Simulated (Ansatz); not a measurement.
```xyz
11

C     1.8047   -0.1787    0.7556
Ga    0.1267   -0.3212   -0.2640
O     0.0809   -1.4903   -1.6293
Ge   -1.9771    0.8828   -0.0242
H     1.6597    0.3391    1.7044
H     2.2195   -1.1696    0.9543
H     2.5410    0.3803    0.1711
H     0.8999   -1.9723   -1.7633
H    -2.2821    1.1953    1.4537
H    -1.9064    2.2361   -0.7584
H    -3.1669    0.0985   -0.6000
```

Charge 0, multiplicity 1.

(1) List the CAM-B3LYP/def2-TZVPP orbital energies in eV (Ansatz 0.2.0). (An estimate is asked.)

## Answers

(1) The calculation gave: Occupied: -10851.73, -10139.51, -1356.02, -1251.14, -1206.96, -1206.96, -1206.96, -1108.45, -1108.33, -1108.31, -521.86, -278.52, -170.79, -151.50, -121.08, -121.08, -121.07, -105.01, -104.73, -104.69, -34.66, -34.66, -34.62, -34.59, -34.58, -28.52, -24.77, -24.69, -24.65, -24.54, -24.38, -20.90, -17.15, -14.89, -12.92, -12.88, -12.38, -10.88, -10.84, -10.21, -10.09, -8.71. Lowest empty: -0.18, 0.86, 1.48, 2.15, 2.68, 2.94, 3.01, 3.91.
